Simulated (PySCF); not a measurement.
**A thermochemical cycle for LiCd**

PBE0 in PySCF with def2-SVPD on every atom (core potentials on Cd), for the lowest determinant that a PBE0 search found; no spin–orbit coupling. LiCd, a doublet (σ ↑), has De = 0.18 eV to neutral atoms, and LiCd⁺, a singlet (closed shell), has De = 0.68 eV to Li⁺ + Cd.

At the same level the Li atom ionises at 5.48 eV.

**Question.** What is the adiabatic ionisation energy of the molecule, and does ionisation strengthen or weaken the bond?

**Answer.** IE = IE(Li) + De(neutral) − De(ion) = 5.48 + 0.18 − 0.68 = 4.98 eV. De changes by +0.50 eV, so ionisation strengthens the bond.

Closed-shell solutions of metal pairs were not tested for spin polarisation, which can lower them a little. Weak bonds: LiCd. Basis-set superposition, not corrected here, can be much of De in a small basis, most of all at correlated wavefunction levels. For an ion De counts to the pair picked by the measured ionisation energies or electron affinities, which need not be the lowest pair at this level. States were picked by a PBE0 search and need not be the measured ground states.
